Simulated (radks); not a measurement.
Excited configurations of Tc II: one electron is placed in a higher orbital outside [Kr] 4d5. The ground configuration is [Kr] 4d5 5s1. Calculated with a radial shooting solver on a logarithmic mesh with Libxc functionals: Dirac Kohn-Sham, PBE, spin-unpolarised, spherical densities, point nucleus; open shells are shared between the two j in proportion to 2j + 1. Excitation = E - E(ground); binding = E(ion) - E, where the ion is the core of charge +2; n* = 2/sqrt(2 binding) in atomic units, and the quantum defect is n - n*. Eigenvalue and <r> are those of j = l + 1/2.

outer orbital  excitation (eV)  binding (eV)     n*  quantum defect  eigenvalue (eV)  <r> (bohr)
5d                       9.349         5.503  3.145           1.855           -3.984       6.197
5f                      12.433         2.419  4.744           0.256           -1.810       14.39
6p                       9.813         5.039  3.286           2.714           -3.912       8.029
6d                      11.532         3.320  4.049           1.951           -2.545       11.42
7d                      12.648         2.203  4.970           2.030           -1.746       17.99
7f                      13.563         1.288  6.499           0.501           -1.030       30.38

Estimate the row for 7p.

Answer. excitation (eV) 11.816; binding (eV) 3.036; n* 4.234; quantum defect 2.766; eigenvalue (eV) -2.411; <r> (bohr) 13.57. The Delta-SCF ionisation energy is 14.852 eV (NIST Atomic Spectra Database: 15.260 eV, semi-empirical). Self-interaction in the functional shifts the binding energies and quantum defects, so they are the method's values and not measured ones. Spin polarisation and multiplet splitting are left out, so open shells lie too high by an amount that depends on their filling. Sharing an open shell by 2j + 1 raises it above the true ground level by a part of the spin-orbit splitting, which enters the differences from NIST.

Beside tabulated values, note that spin-unpolarised runs miss the spin-polarisation part of the exchange energy of open shells.
